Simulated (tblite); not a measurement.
Isomers of [C7H13FP]+ (charge +1). Calculated harmonic vibrations of the isolated species, GFN2-xTB (tblite), most abundant isotopes, no scaling. Against measured fundamentals such values can be off by several per cent, at times by over 20. Modes of hydrogen on phosphorus can be 10 to 20 % off. One conformer each.

Electronic energies: GFN2-xTB at the same geometries; isomer energies are rough at this level and their order can be wrong.

| SMILES | electronic energy, lowest = 0 (kcal/mol) |
| --- | --- |
| C[P@@H+]1C(F)=C1C(C)(C)C | 57.6 |
| CC[P@+]1(C)CC=C(F)C1 | 0.0 |
| CC[P+]1(CC)C(C)=C1F | 54.3 |

**Question.** How do GFN2-xTB zero-point energies change the relative energies?

**Answer.** 
```json
{"SMILES": "CC[P@+]1(C)CC=C(F)C1", "ZPE (kcal/mol)": "113.1", "of it from modes above 1550 cm⁻¹": "58.1", "electronic (kcal/mol)": "0.0", "with ZPE, lowest = 0 (kcal/mol)": "0.0", "lowest mode (cm⁻¹)": "31", "rings": "1"}
{"SMILES": "CC[P+]1(CC)C(C)=C1F", "ZPE (kcal/mol)": "112.5", "of it from modes above 1550 cm⁻¹": "58.5", "electronic (kcal/mol)": "54.3", "with ZPE, lowest = 0 (kcal/mol)": "53.7", "lowest mode (cm⁻¹)": "30", "rings": "1"}
{"SMILES": "C[P@@H+]1C(F)=C1C(C)(C)C", "ZPE (kcal/mol)": "111.6", "of it from modes above 1550 cm⁻¹": "57.9", "electronic (kcal/mol)": "57.6", "with ZPE, lowest = 0 (kcal/mol)": "56.0", "lowest mode (cm⁻¹)": "20", "rings": "1"}
```

The zero-point energies span 1.5 kcal/mol, from `C[P@@H+]1C(F)=C1C(C)(C)C` to `CC[P@+]1(C)CC=C(F)C1`. The order is unchanged.
